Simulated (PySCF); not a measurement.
Isomers of C4H8O2S, one GFN2-xTB conformer each. Single-point energies are computed at PBE0/pcSseg-1 (PySCF, gas phase, no added dispersion term), electronic only.

```
          SMILES  GFN2-xTB relative energy (kJ/mol)
C/C=C/S(C)(=O)=O                              144.8
  C=CS(=O)(=O)CC                              159.0
       CSC1OCCO1                                0.0
```

Conformers: `[CH3:1]/[CH:2]=[CH:3]/[S:4]([CH3:5])(=[O:6])=[O:7]` with C2–C3–S4–C5 -112°; `[CH2:1]=[CH:2][S:3](=[O:4])(=[O:5])[CH2:6][CH3:7]` with C1–C2–S3–O4 18°, C2–S3–C6–C7 -59°; `[CH3:1][S:2][CH:3]1[O:4][CH2:5][CH2:6][O:7]1` with C1–S2–C3–O4 -173°, S2–C3–O4–C5 -85°, C3–O4–C5–C6 -21°, O4–C5–C6–O7 1°, C5–C6–O7–C3 19°.

Task: What does PBE0/pcSseg-1 give for the same structures?

Result: 
| SMILES | PBE0/pcSseg-1 E (Eh) | PBE0/pcSseg-1 (kJ/mol) | GFN2-xTB (kJ/mol) | point group |
| --- | --- | --- | --- | --- |
| CSC1OCCO1 | -705.31610 | 0.0 | 0.0 | C1 |
| C/C=C/S(C)(=O)=O | -705.25533 | 159.5 | 144.8 | C1 |
| C=CS(=O)(=O)CC | -705.24740 | 180.4 | 159.0 | C1 |

Both levels put the same isomer lowest; measured from each level's own lowest isomer, the values differ by up to 21.4 kJ/mol (C=CS(=O)(=O)CC: 159.0 against 180.4). As drawn, the highest has an S=O bond and a C=C bond outside aromatic rings, which the lowest lacks.

Task: Which frontier levels, dipoles and rotational constants go with these structures?

Result: 
```csv
SMILES,"HOMO (eV, PBE0/pcSseg-1)",LUMO (eV),dipole (D),"A, B, C (MHz)"
CSC1OCCO1,-6.42,0.91,1.78,"4451, 1644, 1460"
C/C=C/S(C)(=O)=O,-8.15,-0.81,5.05,"4285, 1300, 1284"
C=CS(=O)(=O)CC,-8.18,-1.21,4.85,"2892, 2035, 1650"
```
